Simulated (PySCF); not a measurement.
SiOF₂ + H₂O → Si(OH)₂ + F₂

Level: PBE0 in the def2-TZVP basis family, all electrons, no relativity, computed in PySCF with density fitting; open shells unrestricted.

```csv
species,state and structure,E (Eh),ZPE (kJ/mol),H(298 K) − H(0) (kJ/mol),S° (J/(mol K))
SiOF₂,"singlet, C2v, Si–F 1.564 Å (×2), Si–O 1.501 Å; F–Si–F 104.7°, F–Si–O 127.6° (×2)",-564.27289,25.4,13.0,277.0
H₂O,"singlet, C2v, O–H 0.960 Å (×2); H–O–H 105.1°",-76.37736,56.5,9.9,188.7
Si(OH)₂,"singlet, C2v, O–H 0.960 Å (×2), Si–O 1.649 Å (×2); H–O–Si 114.7° (×2), O–Si–O 97.5°",-441.00178,74.4,13.0,264.5
F₂,"singlet, D∞h, F–F 1.376 Å",-199.40856,6.6,8.7,201.9
```

(1) What is the electronic reaction energy?

(2) Add zero-point, thermal and entropy terms for 298.15 K and 1 bar.

Results:

(1) At PBE0/def2-TZVP, ΔE = 629.9 kJ/mol from the differences of the total energies times 2625.5, uphill. 

(2) ΔZPE = -0.9 and Δ[H(298) − H(0)] = -1.2 kJ/mol give ΔH° = 627.8 kJ/mol. ΔS° = 0.7 J/(mol K), so ΔG° = 627.8 − 298.15 × (0.0007) = 628 kJ/mol.

The structures come from searches over a few start shapes, so lower isomers are not excluded.
